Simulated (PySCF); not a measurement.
# Adding and removing an electron: SI

PBE; S cc-pV(D+d)Z, I cc-pVDZ-PP with ECP28; scalar-relativistic core potentials (PySCF 2.14). Neutral (UKS): doublet (π ↑), Re = 2.351 Å, ωe = 389 cm⁻¹, De = 2.64 eV, HOMO -5.39 eV, LUMO -5.31 eV.

SI⁺ (UKS): triplet (π ↑↑), Re = 2.263 Å, ωe = 448 cm⁻¹, De = 4.26 eV to S⁺ + I. The energies at the minima are -693.68807 hartree for SI and -693.36721 for SI⁺.

Question: Work out the adiabatic ionisation energy, without and with harmonic zero-point energies (1 hartree = 27.2114 eV, 1 eV = 8065.5 cm⁻¹), and the change of the bond length.

Answer: At PBE: 0.32086 hartree = 8.731 eV between the minima; the zero-point term (448.0 − 389.0)/2 cm⁻¹ = +0.004 eV makes it 8.735 eV. Re changes by -8.8 pm against the neutral. The electron leaves a π orbital, and the shorter bond of the ion fits an antibonding orbital, or a change in how ionic the bond is.

These are scalar-relativistic numbers at best; spin–orbit coupling would shift them, the dissociation energy most. For an ion De counts to the pair picked by the measured ionisation energies or electron affinities, which need not be the lowest pair at this level. States were picked by a PBE0 search and need not be the measured ground states.
